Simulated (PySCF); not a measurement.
Isomers of C6H16Si, from PySCF, PBE0-D3(BJ)/def2-SVP geometry optimisation, gas phase. One conformer each, no zero-point energy, no frequencies.

**Question.** Which is lower in electronic energy at this level?
A. `[CH3:1][CH2:2][SiH:3]([CH2:4][CH3:5])[CH2:6][CH3:7]` with C1–C2–Si3–C4 -58°, C2–Si3–C4–C5 -178°, C2–Si3–C6–C7 -56° (triethylsilane): A = 1744, B = 1731, C = 934.0 MHz, dipole 0.63 D
B. SiHMe2(nBu), `[H][Si](C)(C)CCCC`: A = 3884, B = 884.6, C = 769.3 MHz, dipole 0.61 D

**Answer.** B. That is SiHMe2(nBu) (`[H][Si](C)(C)CCCC`), 4.7 kcal/mol below the other.

```
           SMILES                                        mapped SMILES      E (Eh)  relative (kcal/mol)  relative (kJ/mol)  dipole (D)
[H][Si](C)(C)CCCC                                                    –  -527.13072                  0.0                0.0        0.61
    CC[SiH](CC)CC  [CH3:1][CH2:2][SiH:3]([CH2:4][CH3:5])[CH2:6][CH3:7]  -527.12317                  4.7               19.8        0.63
```
